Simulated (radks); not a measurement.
Values are calculated unless marked as measured or tabulated.
Task: These are the eigenvalues of the occupied orbitals of an atom or ion with whole-number occupations (hartree). Code: a radial shooting solver on a logarithmic mesh with Libxc functionals. Model: scalar-relativistic Kohn-Sham, r2SCAN, spin-polarised, spherical densities, finite nucleus; meta-GGA in the generalised Kohn-Sham scheme; Fermi nuclear charge, rms radius of each element as measured or else 0.836 A^(1/3) + 0.57 fm.

| orbital | eigenvalue |
|---|---|
| 1s up | -1540.173 |
| 1s down | -1540.173 |
| 2s down | -249.4369 |
| 2s up | -249.4364 |
| 2p down | -223.1834 |
| 2p up | -223.1831 |
| 3s up | -55.00143 |
| 3s down | -54.97567 |
| 3p up | -46.63956 |
| 3p down | -46.61367 |
| 3d up | -34.90491 |
| 3d down | -34.88440 |
| 4s up | -11.97854 |
| 4s down | -11.90379 |
| 4p up | -9.22590 |
| 4p down | -9.14946 |
| 4d up | -5.27308 |
| 4d down | -5.19446 |
| 5s up | -2.46872 |
| 5s down | -2.42569 |
| 5p up | -1.76497 |
| 5p down | -1.73245 |
| 4f up | -1.10404 |

Which element is it, and in what charge state? The configuration may be excited. Open shells, if any, are filled with parallel spins first.

Result: Z = 59, praseodymium, charge +3: Pr3+ in [Xe] 4f2. The list shows which subshells hold electrons but not how many an open one holds; the 1s level, -1540.2 hartree, gives Z - s = 55.5 by -(Z - s)^2/2, which with screening and relativity narrows Z to a few neighbours, and the depths of the outer levels then fix element, charge and occupations together.
